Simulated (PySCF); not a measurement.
C₅H₅, SMILES [C]1=CCC=C1, multiplicity 2.

Geometry optimised at PBE0-D3(BJ)/def2-SVP. The isomer is the one that the SMILES or the coordinates give; other isomers of the formula were not compared. Other conformers were not sampled.

Calculation: PBE/def2-TZVP (PySCF).

Isolated molecule, no solvent.

**Question.** Estimate the frontier levels, dipole moment and polarisability. (Estimate from the structure and the level; the computed values follow.)

**Answer.** 
α spin, highest occupied and lowest empty level: -5.55 and -1.65 eV
β spin, highest occupied and lowest empty level: -5.47 and -3.32 eV
dipole moment: 1.47 D
quadrupole, principal values (traceless, Buckingham form, about the centre of nuclear charge): -3.74, -0.92, 4.65 D·Å
mean static polarisability: 55.0 bohr³ (8.15 Å³)
polarisability, principal values: 37.5, 62.3, 65.2 bohr³
⟨S²⟩: 0.758 (pure state 0.75)
